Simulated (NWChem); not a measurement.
Molecule: CH3CdClS; SMILES [Cd]([S]C)[Cl]

```xyz
7

Cd     0.1380    -0.2889     0.0000
Cl    -0.2209    -2.5520     0.0000
S      0.5331     2.0155     0.0000
C     -1.1549     2.7178     0.0000
H     -1.7234     2.4424    -0.8988
H     -1.0242     3.8094     0.0000
H     -1.7234     2.4424     0.8988
```
Atoms are numbered in this order, from 1.

Computed with NWChem. Geometry: optimised at PBE0/def2-SVP. def2 effective core potentials on Cd; no spin-orbit coupling. Vertical excitations in the gas phase; the lowest state need not have the same character in each row.

For level B3LYP/def2-SVP, TDA:

```
Item                             Result
-------------------------------  ------
lowest excitation, singlet (eV)    3.73
orbital gap (eV)                   4.77
```

**Question.** How do the values read with level PBE0/def2-SVP, TDA instead?

**Answer.** 
| Item | Value |
|---|---|
| lowest excitation, singlet (eV) | 3.94 |
| orbital gap (eV) | 5.29 |
